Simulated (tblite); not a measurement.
Isomers of C4H9O2P. Level: GFN2-xTB in tblite, geometry and Hessian alike; calculated harmonic values, unscaled, isolated species. Errors from tens to a few hundred cm⁻¹ against measured bands are possible. Modes of hydrogen on phosphorus can be 10 to 20 % off. One conformer each.

Electronic energies: GFN2-xTB at the same geometries; isomer energies are rough at this level and their order can be wrong.

```csv
SMILES,"electronic energy, lowest = 0 (kcal/mol)"
CCPC(=O)OC,0.0
CO/C=P\COC,35.0
CC(=O)P(C)CO,16.1
```

**Question.** How do GFN2-xTB zero-point energies change the relative energies?

**Answer.** 
| SMILES | ZPE (kcal/mol) | of it from modes above 1550 cm⁻¹ | electronic (kcal/mol) | with ZPE, lowest = 0 (kcal/mol) | lowest mode (cm⁻¹) | rings |
| --- | --- | --- | --- | --- | --- | --- |
| CCPC(=O)OC | 77.9 | 40.1 | 0.0 | 0.0 | 11i | 0 |
| CC(=O)P(C)CO | 77.9 | 41.6 | 16.1 | 16.1 | 13 | 0 |
| CO/C=P\COC | 78.7 | 37.9 | 35.0 | 35.8 | 9 | 0 |

The zero-point energies span 0.8 kcal/mol, from `CC(=O)P(C)CO` to `CO/C=P\COC`. Slightly imaginary modes are left out of the zero-point energy: `CCPC(=O)OC` 11.2i cm⁻¹. The order is unchanged.
